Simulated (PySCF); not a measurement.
**Excitation energy of Pd by level of theory**

Pd [Kr] 4d10 (1S) → Pd [Kr] 4d9 5p1 (high-spin determinant), as a difference of total energies. Computed with PySCF 2.14 in x2c-TZVPPall (8s6p6d2f1g, 79 functions), with the spin-free X2C one-electron Hamiltonian (Gaussian nucleus). Correlated levels: valence: [Kr] frozen. The calculations carry no spin-orbit coupling.

```json
{"method": "UHF", "excitation energy (cm⁻¹)": "23308"}
{"method": "MP2 (valence)", "excitation energy (cm⁻¹)": "38425"}
{"method": "SCS-MP2 (valence)", "excitation energy (cm⁻¹)": "37288"}
{"method": "CCSD (valence)", "excitation energy (cm⁻¹)": "34041"}
{"method": "CCSD(T) (valence)", "excitation energy (cm⁻¹)": "34985"}
```

The basis was made for the ground configuration and has no added diffuse functions, so the excitation energy can come out too high.

The determinant of the upper state mixes LS terms, which raises its energy above the lowest term, most at the Hartree-Fock and MP2 levels.
